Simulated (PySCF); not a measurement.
PySCF input (M06-2X/def2-TZVPD):

```python
from pyscf import gto, scf, dft

mol = gto.M(
    atom='''
    P    -0.00000000   -0.00000000   -0.08928302
    H     0.00000000    0.00000000    1.33924536
    ''',
    basis='def2-tzvpd',
    charge=0,
    spin=2,
    symmetry='C2v',
    verbose=4,
)

mf = dft.UKS(mol, xc='m062x').density_fit(auxbasis='def2-universal-jkfit')
mf.grids.level = 4
mf.conv_tol = 1e-9
mf.max_cycle = 100
mf.max_memory = 1500
mf.kernel()
if not mf.converged:
    mf = mf.newton()
    mf.kernel(mf.make_rdm1())
mf.analyze()
```

End of the output:

```
Extra cycle  E= -341.860658996061  delta_E= -1.36e-11  |g|= 1.3e-06  |ddm|= 5.82e-06
converged SCF energy = -341.860658996061  <S^2> = 2.0071513  2S+1 = 3.0047637
**** SCF Summaries ****
Total Energy =                        -341.860658996060636
Nuclear Repulsion Energy =               5.556528155079425
One-electron Energy =                 -483.358947625205019
Two-electron Energy =                  135.941760474064978
Two-electron Coulomb Energy =          159.483207988797858
DFT Exchange-Correlation Energy =      -23.541447514732869
HOMO-LUMO gap [eV] =                     5.759857422128443
Wave-function symmetry = A2
alpha occupancy for each irrep:     A1   A2   B1   B2
                                     5    0    2    2
beta  occupancy for each irrep:     A1   A2   B1   B2
                                     5    0    1    1
**** MO energy ****
alpha MO #1 (A1 #1), energy= -78.0620599608965 occ= 1
alpha MO #2 (A1 #2), energy= -6.8715632847688 occ= 1
alpha MO #3 (B1 #1), energy= -4.99382152440945 occ= 1
alpha MO #4 (B2 #1), energy= -4.99382152440945 occ= 1
alpha MO #5 (A1 #3), energy= -4.98365439515081 occ= 1
alpha MO #6 (A1 #4), energy= -0.696205699817847 occ= 1
alpha MO #7 (A1 #5), energy= -0.404015892915083 occ= 1
alpha MO #8 (B1 #2), energy= -0.30300183927521 occ= 1
alpha MO #9 (B2 #2), energy= -0.30300183927521 occ= 1
alpha MO #10 (A1 #6), energy= 0.038842320055922 occ= 0
alpha MO #11 (A1 #7), energy= 0.08589235076278 occ= 0
alpha MO #12 (B1 #3), energy= 0.144613015843909 occ= 0
alpha MO #13 (B2 #3), energy= 0.14461301584391 occ= 0
alpha MO #14 (A1 #8), energy= 0.152264743195193 occ= 0
alpha MO #15 (A2 #1), energy= 0.152265346166663 occ= 0
alpha MO #16 (A1 #9), energy= 0.156719834667341 occ= 0
alpha MO #17 (A1 #10), energy= 0.224070549904217 occ= 0
alpha MO #18 (B1 #4), energy= 0.246590010596203 occ= 0
alpha MO #19 (B2 #4), energy= 0.246590010596203 occ= 0
alpha MO #20 (B1 #5), energy= 0.344740023194439 occ= 0
alpha MO #21 (B2 #5), energy= 0.344740023194428 occ= 0
alpha MO #22 (A1 #11), energy= 0.38941024511503 occ= 0
alpha MO #23 (A1 #12), energy= 0.424029599537025 occ= 0
alpha MO #24 (B1 #6), energy= 0.444746770885962 occ= 0
alpha MO #25 (B2 #6), energy= 0.444746770885961 occ= 0
alpha MO #26 (A1 #13), energy= 0.448253983810693 occ= 0
alpha MO #27 (A2 #2), energy= 0.44825477299834 occ= 0
alpha MO #28 (A1 #14), energy= 0.63941136578485 occ= 0
alpha MO #29 (A1 #15), energy= 0.746007091603833 occ= 0
alpha MO #30 (B1 #7), energy= 1.27846317264266 occ= 0
alpha MO #31 (B2 #7), energy= 1.27846317264266 occ= 0
alpha MO #32 (B1 #8), energy= 1.32418629138581 occ= 0
alpha MO #33 (B2 #8), energy= 1.32418629138581 occ= 0
alpha MO #34 (A1 #16), energy= 1.32651467234335 occ= 0
alpha MO #35 (A2 #3), energy= 1.32651933745158 occ= 0
alpha MO #36 (A1 #17), energy= 1.34648533461563 occ= 0
alpha MO #37 (A2 #4), energy= 1.34649656897342 occ= 0
alpha MO #38 (A1 #18), energy= 1.34792664812202 occ= 0
alpha MO #39 (B1 #9), energy= 1.3525624118429 occ= 0
alpha MO #40 (B2 #9), energy= 1.3525624118429 occ= 0
alpha MO #41 (B1 #10), energy= 1.46331159660313 occ= 0
alpha MO #42 (B2 #10), energy= 1.46331159660312 occ= 0
alpha MO #43 (A1 #19), energy= 1.4779270399527 occ= 0
alpha MO #44 (A1 #20), energy= 1.67910055741669 occ= 0
alpha MO #45 (B1 #11), energy= 2.0018679390927 occ= 0
alpha MO #46 (B2 #11), energy= 2.00186793909269 occ= 0
alpha MO #47 (A1 #21), energy= 2.574390897377 occ= 0
alpha MO #48 (A1 #22), energy= 2.72652971886243 occ= 0
alpha MO #49 (B1 #12), energy= 7.24291613159397 occ= 0
alpha MO #50 (B2 #12), energy= 7.24291613159395 occ= 0
alpha MO #51 (A1 #23), energy= 7.38793649009209 occ= 0
alpha MO #52 (A1 #24), energy= 13.8172455290364 occ= 0
beta  MO #1 (A1 #1), energy= -78.047479689853 occ= 1
beta  MO #2 (A1 #2), energy= -6.86664387771614 occ= 1
beta  MO #3 (A1 #3), energy= -4.97875448176291 occ= 1
beta  MO #4 (B1 #1), energy= -4.97122922800363 occ= 1
beta  MO #5 (B2 #1), energy= -4.97122922800363 occ= 1
beta  MO #6 (A1 #4), energy= -0.614611019405013 occ= 1
beta  MO #7 (A1 #5), energy= -0.374534020759864 occ= 1
beta  MO #8 (B1 #2), energy= -0.091330981425668 occ= 0
beta  MO #9 (B2 #2), energy= -0.091330981425668 occ= 0
beta  MO #10 (A1 #6), energy= 0.00415819695838415 occ= 0
beta  MO #11 (A1 #7), energy= 0.0657816646504763 occ= 0
beta  MO #12 (A2 #1), energy= 0.0864019440263197 occ= 0
beta  MO #13 (A1 #8), energy= 0.0864020189575498 occ= 0
beta  MO #14 (B1 #3), energy= 0.108871059613319 occ= 0
beta  MO #15 (B2 #3), energy= 0.10887105961332 occ= 0
beta  MO #16 (A1 #9), energy= 0.148343884970199 occ= 0
beta  MO #17 (A1 #10), energy= 0.215637103804704 occ= 0
beta  MO #18 (B1 #4), energy= 0.230460642578469 occ= 0
beta  MO #19 (B2 #4), energy= 0.230460642578468 occ= 0
beta  MO #20 (B1 #5), energy= 0.265504668795372 occ= 0
beta  MO #21 (B2 #5), energy= 0.265504668795365 occ= 0
beta  MO #22 (A1 #11), energy= 0.347583714836968 occ= 0
beta  MO #23 (A1 #12), energy= 0.429624898591843 occ= 0
beta  MO #24 (B1 #6), energy= 0.457276282077837 occ= 0
beta  MO #25 (B2 #6), energy= 0.45727628207784 occ= 0
beta  MO #26 (A1 #13), energy= 0.473338390339924 occ= 0
beta  MO #27 (A2 #2), energy= 0.473340064679395 occ= 0
beta  MO #28 (A1 #14), energy= 0.655388417664664 occ= 0
beta  MO #29 (A1 #15), energy= 0.740628427000187 occ= 0
beta  MO #30 (B1 #7), energy= 1.31894295520678 occ= 0
beta  MO #31 (B2 #7), energy= 1.31894295520677 occ= 0
beta  MO #32 (A2 #3), energy= 1.36818142182798 occ= 0
beta  MO #33 (A1 #16), energy= 1.36818570637762 occ= 0
beta  MO #34 (A1 #17), energy= 1.37575251723899 occ= 0
beta  MO #35 (B1 #8), energy= 1.37849964904025 occ= 0
beta  MO #36 (B2 #8), energy= 1.37849964904025 occ= 0
beta  MO #37 (B1 #9), energy= 1.38917159523344 occ= 0
beta  MO #38 (B2 #9), energy= 1.38917159523344 occ= 0
beta  MO #39 (A2 #4), energy= 1.38969414457379 occ= 0
beta  MO #40 (A1 #18), energy= 1.3896942532525 occ= 0
beta  MO #41 (A1 #19), energy= 1.48292477818256 occ= 0
beta  MO #42 (B1 #10), energy= 1.5198872234934 occ= 0
beta  MO #43 (B2 #10), energy= 1.5198872234934 occ= 0
beta  MO #44 (A1 #20), energy= 1.72637693557053 occ= 0
beta  MO #45 (B1 #11), energy= 2.01952792403657 occ= 0
beta  MO #46 (B2 #11), energy= 2.01952792403657 occ= 0
beta  MO #47 (A1 #21), energy= 2.6124393074338 occ= 0
beta  MO #48 (A1 #22), energy= 2.74853767418796 occ= 0
beta  MO #49 (B1 #12), energy= 7.32309536947529 occ= 0
beta  MO #50 (B2 #12), energy= 7.3230953694753 occ= 0
[...]
```
